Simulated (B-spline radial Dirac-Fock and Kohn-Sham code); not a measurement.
Subshell cross sections of K¹²⁺, photon energy 2880 eV

System: the K¹²⁺ ion, configuration [He] 2s2 2p3.

Level of theory: the independent-particle Dirac-Slater model, thresholds from Dirac-Fock; a B-spline atomic structure program. The asymmetry parameter β is from the dipole term alone. Kinetic energies are from the vacuum level. Open shells are spread statistically over j, without multiplet splitting.

| subshell | electrons | binding (eV) | kinetic (eV) | σ (kb) | β |
| --- | --- | --- | --- | --- | --- |
| L1 (2s) | 2 | 763.9 | 2116.1 | 8.86 | 2.00 |
| L2 (2p1/2) | 1 | 710.5 | 2169.5 | 1.44 | 1.03 |
| L3 (2p3/2) | 2 | 707.0 | 2173.0 | 2.79 | 1.03 |

Branching ratios of the spin-orbit partners (statistical value in brackets): 2p 1.93 (2.00).

Values without a named source are computed, but for edge energies of neutral atoms, which are taken from tables.
